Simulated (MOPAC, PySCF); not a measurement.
Series: H3E-E'H3. All species are isolated molecules in the gas phase. Strings in code marks are SMILES.

Quantity: vertical ionisation energy (energy after one electron is removed minus that of the parent at the parent's geometry), in eV.

Level 1: B3LYP/6-31G* (LANL2DZ on Sn) // B3LYP-D3(BJ)/def2-TZVP (PySCF)
Level 2: PBE/6-31G* (LANL2DZ on Sn) // B3LYP-D3(BJ)/def2-TZVP (PySCF)
Level 3: minus the HOMO energy of PM3 // B3LYP-D3(BJ)/def2-TZVP (MOPAC)
Level 4: minus the HOMO energy of SVWN5/6-31G* (LANL2DZ on Sn) // B3LYP-D3(BJ)/def2-TZVP (PySCF)

```csv
species,level 1,level 2,level 3,level 4
`[SiH3][SnH3]`,10.14,9.97,10.83,7.03
`[GeH3][SnH3]`,9.99,9.82,11.09,6.93
`[SnH3][SnH3]`,9.91,9.73,11.23,6.93
```
